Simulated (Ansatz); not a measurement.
Several settings on one geometry of Te₂Pd (that of the charge 0 singlet, r2SCAN-D4/def2-TZVP). Ansatz on 4 threads of Arm Neoverse V1 on a shared host; times are rough.

```xyz
3

Pd   -0.804    0.910   -0.813
Te    0.307    0.388    1.443
Te    0.497   -1.297   -0.630
```

Totals from different functionals, basis sets or treatments of relativity can't be compared as stabilities.

In the def2 sets Pd, Te take a core potential; there is no spin–orbit coupling. Correlated methods freeze 8 core orbitals; core or outer-core shells of Pd, Te are correlated, in sets that lack core-valence functions.

At r2SCAN-D4/def2-TZVP a triplet lies 0.45 eV below the restricted singlet of charge 0, at its own geometry.

The spins typed aren't always the lowest for that charge.

(1) Give the basis size and estimate the energy, ⟨S²⟩, dipole and time of these runs.

```csv
run,method,charge,state,further keys
1,UKS BHLYP/def2-TZVP,0,triplet,scf: {omitted_lower_state_checks: [starts]}; forces asked
2,UKS B2PLYP/def2-mTZVP,1,doublet,scf: {lower_state_search: light}; forces asked
3,UKS B97/def2-TZVPP,1,doublet,fitting: {mean_field: def2-universal-jkfit}; scf: {omitted_lower_state_checks: [starts]}
4,RHF/def2-SVP,0,singlet,"final_grid: {core_spheres: 20, valence_spheres: 16, degree: 47}; accuracy: high; scf: {omitted_lower_state_checks: [starts]}; forces asked"
```

Answers

(1) 
| run | functions | energy (Eh) | ⟨S²⟩ | dipole (D) | wall time |
| --- | --- | --- | --- | --- | --- |
| 1 | 140 | -663.7907 | 2.04 | 1.92 | 7 s |
| 2 | 105 | -662.9987 | 0.82 | – | 37 s |
| 3 | 156 | -663.8416 | 0.76 | – | 14 s |
| 4 | 83 | -661.0287 | – | 3.52 | 3.1 s |

The restricted singlet is unstable towards broken spin symmetry at other levels; at RHF/def2-SVP this wasn't settled.
